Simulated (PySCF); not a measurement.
Species: C4H5ClGe.
Cartesian coordinates in Å at the PBE0-D3(BJ)/def2-SVP level; atoms count from 1:
```xyz
11
C4H5ClGe angstrom
Cl     1.2283   -0.4160    0.0054
C     -0.4956   -0.5106   -0.1489
C     -1.1850   -1.6651   -0.1686
Ge    -3.0549   -1.1754   -0.3588
C     -2.5614    0.7080   -0.3894
C     -1.2244    0.7754   -0.2655
H     -0.7098   -2.6426   -0.0904
H     -3.9289   -1.5703    0.8439
H     -3.7066   -1.6814   -1.6567
H     -3.1904    1.5955   -0.4790
H     -0.6485    1.7057   -0.2446
```

Jobs on this species (11 atoms, 78 electrons) with PySCF (density fitting). Hardware of each: an Arm Neoverse V1 with one thread, on a shared host. Other jobs ran on the host; a repeat could differ by tens of per cent or more. Peak memory is the resident size of the whole Python process, interpreter and libraries included.

```json
{"level and settings": "delta-SCF UKS PBE, pcX-2 on the ionised atom, pcseg-1 elsewhere, spin-free X2C", "work": "ΔSCF core ionisation, 6 holes", "basis functions": "168", "SCF cycles": "?", "wall time": "?", "peak memory": "?"}
{"level and settings": "delta-SCF UKS SCAN, def2-TZVP on the ionised atom, pcseg-1 elsewhere, spin-free X2C", "work": "ΔSCF core ionisation, 6 holes", "basis functions": "145", "SCF cycles": "124", "wall time": "41 s", "peak memory": "0.45 GiB"}
{"level and settings": "delta-SCF UKS SCAN, pcX-1 on the ionised atom, pcseg-1 elsewhere, spin-free X2C", "work": "ΔSCF core ionisation, 6 holes", "basis functions": "148", "SCF cycles": "126", "wall time": "37 s", "peak memory": "0.43 GiB"}
{"level and settings": "PBE0-D3(BJ)/def2-SVP, grid level 1", "work": "geometry optimisation from a GFN2-xTB start shaken at random", "basis functions": "131", "SCF cycles": "34", "wall time": "39 s", "peak memory": "0.50 GiB"}
{"level and settings": "delta-SCF UKS B3LYP, pcX-2 on the ionised atom, pcseg-1 elsewhere, spin-free X2C", "work": "ΔSCF core ionisation, 6 holes", "basis functions": "168", "SCF cycles": "95", "wall time": "62 s", "peak memory": "0.65 GiB"}
{"level and settings": "delta-SCF UKS PBE0, pcX-2 on the ionised atom, pcseg-1 elsewhere, spin-free X2C", "work": "ΔSCF core ionisation, 6 holes", "basis functions": "168", "SCF cycles": "95", "wall time": "60 s", "peak memory": "0.68 GiB"}
{"level and settings": "delta-SCF UKS SCAN, pcX-2 on the ionised atom, pcseg-1 elsewhere, non-relativistic", "work": "ΔSCF core ionisation, 6 holes", "basis functions": "168", "SCF cycles": "125", "wall time": "42 s", "peak memory": "0.54 GiB"}
{"level and settings": "delta-SCF UKS SCAN, pcX-2 on the ionised atom, pcseg-1 elsewhere, spin-free X2C", "work": "ΔSCF core ionisation, 6 holes", "basis functions": "168", "SCF cycles": "125", "wall time": "45 s", "peak memory": "0.53 GiB"}
{"level and settings": "delta-SCF UKS HF, pcX-2 on the ionised atom, pcseg-1 elsewhere, spin-free X2C", "work": "ΔSCF core ionisation, 6 holes", "basis functions": "168", "SCF cycles": "118", "wall time": "50 s", "peak memory": "0.63 GiB"}
```

**Question.** Fill in the missing figures.

**Answer.** 
- delta-SCF UKS PBE, pcX-2 on the ionised atom, pcseg-1 elsewhere, spin-free X2C; ΔSCF core ionisation, 6 holes: 25 s, 0.54 GiB, 105 SCF cycles

**Question.** What do all jobs in the table cost together?

**Answer.** About 6.7 min; the longest takes about 15 % of that, and about 2.5 times as long as the shortest.
